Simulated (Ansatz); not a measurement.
Reaction (redistribution): `O[SiH]1[CH2][AlH]1` + `[F][GeH2][SiH2][SiH3]` → `[SiH3][SiH2][SiH]1[CH2][AlH]1` + `[OH][GeH2][F]`

Gas-phase electronic energies from Ansatz, PBE0-D4/def2-TZVP geometries. CCSD(T)/CBS is the MP2 limit (def2-TZVPP, def2-QZVPP) plus CCSD(T) − MP2 in def2-TZVPP, frozen cores. For Ge outer-core shells are correlated without core-valence functions, which leaves a few kJ/mol of doubt a bond. Scalar relativity is left out up to krypton. Each species was taken in one conformer, which may not be the lowest.

`O[SiH]1[CH2][AlH]1`:

```xyz
9

O     1.456   -1.212    1.073
Si    0.801   -0.293   -0.135
C    -0.502    0.961    0.352
Al   -1.328   -0.124   -1.072
H     1.815   -2.065    0.824
H     1.870    0.361   -0.946
H    -0.292    2.012    0.541
H    -1.103    0.561    1.191
H    -2.719   -0.201   -1.828
```

`[F][GeH2][SiH2][SiH3]`:

Z-matrix (Å, degrees):
```
Ge
Si 1 2.385
F 1 1.754 2 105.5
H 1 1.540 2 113.7 3 114.7
H 1 1.539 2 115.9 3 -116.0
Si 2 2.338 1 108.7 3 -42.0
H 2 1.490 1 107.8 3 -162.6
H 2 1.488 1 109.2 3 79.6
H 6 1.487 2 109.1 1 -54.6
H 6 1.487 2 110.3 1 -174.3
H 6 1.485 2 109.6 1 65.2
```

`[SiH3][SiH2][SiH]1[CH2][AlH]1`:

```xyz
14

Si   -2.636   -0.507    1.107
Si   -0.726   -1.080   -0.113
Si    0.478    0.826   -0.676
C     2.304    0.457   -1.198
Al    2.389    1.242    0.584
H    -3.432   -1.712    1.469
H    -2.243    0.195    2.359
H    -3.499    0.403    0.306
H    -1.113   -1.897   -1.301
H     0.152   -1.931    0.745
H    -0.298    1.754   -1.547
H     2.566   -0.557   -1.499
H     2.657    1.160   -1.962
H     3.402    1.648    1.726
```

`[OH][GeH2][F]`:

Cartesian coordinates in Å:
```
O -0.451 1.283 0.215
Ge -0.038 -0.424 0.092
F 0.160 -0.797 -1.594
H 0.260 1.871 -0.050
H 1.320 -0.736 0.734
H -1.251 -1.196 0.603
```

```
                        species  MP2/def2-QZVPP energy (Eh)
           `O[SiH]1[CH2][AlH]1`                  -647.21559
        `[F][GeH2][SiH2][SiH3]`                 -2757.97974
`[SiH3][SiH2][SiH]1[CH2][AlH]1`                 -1152.51100
                `[OH][GeH2][F]`                 -2252.67162
```

Work out ΔE.

ΔE = (-1152.51100) + (-2252.67162) − (-647.21559) − (-2757.97974) = 0.01271 Eh = +0.35 eV. CCSD(T)/CBS gives +0.37 eV.

Largest T1 diagnostic among the species: 0.014.

The D4 term adds −0.03 eV with B3LYP and −0.02 eV with PBE0; it sums over pairs of atoms, weighted by their polarisabilities, and B3LYP, whose exchange is more repulsive, gets the larger term. In def2-TZVPP, CCSD(T) changes the Hartree–Fock value by −0.09 eV (the triples alone add −0.03 eV) and MP2 by −0.10 eV.

B3LYP here is the variant with VWN-RPA as its local correlation; programs differ in this.
